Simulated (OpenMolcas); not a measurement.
## Cs: effect of the basis set

```
Program             : OpenMolcas
Method              : CASSCF
Active space        : 1 electron in 9 orbitals (5d 6s 6p)
State averaging     : 2S+1 = 2 even, 6 roots; 2S+1 = 2 odd, 3 roots
Spin-orbit coupling : RASSI with atomic mean-field integrals over the reference wave functions, term energies averaged over their components
```

A. ANO-RCC-VTZP [8s7p4d2f1g], DKH2, point nucleus; cost of the order of 7 core-seconds
B. ANO-RCC-VQZP [9s8p5d3f2g], DKH2, point nucleus; cost about 12 core-seconds
C. ANO-RCC [12s10p8d4f2g], DKH2, point nucleus; cost about 24 core-seconds

Energies in cm-1 above 6s 2S 1/2, the measured ground level; measured values from NIST Handbook of Basic Atomic Spectroscopic Data.

```json
{"Level": "6s 2S 1/2", "A": "0.0", "B": "0.0", "C": "0.0", "Measured": "0.0"}
{"Level": "6p 2P* 1/2", "A": "9286", "B": "9290", "C": "9290", "Measured": "11178"}
{"Level": "6p 2P* 3/2", "A": "9592", "B": "9588", "C": "9588", "Measured": "11732"}
{"Level": "5d 2D 3/2", "A": "14391", "B": "14388", "C": "14388", "Measured": "14499"}
{"Level": "5d 2D 5/2", "A": "14531", "B": "14528", "C": "14525", "Measured": "14597"}
```

Deviations, from unrounded energies. A percentage is the sum of absolute deviations over the sum of measured energies, with the sign that they share, or ± where signs differ.

| Against measurement | Levels | A | B | C |
| --- | --- | --- | --- | --- |
| mean absolute deviation (cm-1) | 4 | 1100 | 1100 | 1100 |
| other configurations (%) | 4 | -8.1 | -8.1 | -8.1 |

A, B, C lie about equally close to measurement. The largest miss of A in the table is 6p 2P* 3/2, by -2100 cm-1. The ranking rests on the paired levels alone, and a cruder setting can come out closer through cancelling errors.

Among A to C the level of the table that moves most is 5d 2D 5/2, by 5.3 cm-1 (lowest in C, highest in A).

ANO sets are built for ground and valence states and can reach diffuse excited orbitals poorly. With one active electron the reference holds no correlation, so core polarisation is missing. Measured partners are found by configuration, term and J. A level has none where our copy of the source lacks it or the pairing is in doubt (some pairs that miss far off the trend of their configuration count as doubtful), and it then counts in no deviation. Levels of configurations outside the active space are missing.

* marks odd parity.
